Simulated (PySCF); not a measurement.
Geometry (Å), atoms numbered from 1 in this order:
```xyz
14

F    -0.9204    1.6291   -0.9722
C    -1.8129    0.7187   -0.4877
F    -1.8704   -0.3125   -1.3729
Si   -1.1684    0.0656    1.2093
Si    0.8094   -1.0930    0.7247
Si    2.0089    0.0650   -0.9271
H    -2.8058    1.2040   -0.4705
H    -0.9273    1.2514    2.0858
H    -2.2312   -0.7906    1.8181
H     1.6237   -1.2139    1.9753
H     0.4600   -2.4667    0.2464
H     3.3347   -0.5954   -1.1375
H     2.2393    1.4737   -0.4873
H     1.2428    0.0477   -2.2063
```

Geometry: PBE0-D3(BJ)/def2-SVP; GIAO absolute shieldings from PySCF 2.14, gas phase, non-relativistic, averaged over equivalent atoms.

At PBE0/pcSseg-1 (163 basis functions, 21 s wall time on 1 thread of an Arm Neoverse V2, shared host):
| atoms | σ (ppm) |
| --- | --- |
| F1/F3 | 316.1 |
| C2 | 61.0 |
| Si4 | 417.0 |
| Si6 | 454.5 |
| Si5 | 473.1 |
| H7 | 24.79 |
| H8/H9 | 27.21 |
| H12/H13/H14 | 27.56 |
| H10/H11 | 27.81 |

Question: Predict the values at CAM-B3LYP/pcSseg-2 on the same geometry.

Answer: 
```
      atoms  σ at CAM-B3LYP/pcSseg-2  change
      F1/F3                    319.1    +3.0
         C2                     53.2    -7.8
        Si4                    396.4   -20.6
        Si6                    435.0   -19.5
        Si5                    451.4   -21.7
         H7                    24.98   +0.19
      H8/H9                    27.29   +0.08
H12/H13/H14                    27.64   +0.08
    H10/H11                    27.91   +0.10
```

The largest change is at Si5 (silicon bonded to 2 Si, 2 H). Cost: 349 basis functions, 73 s wall time on 1 thread of an Arm Neoverse V2, shared host.
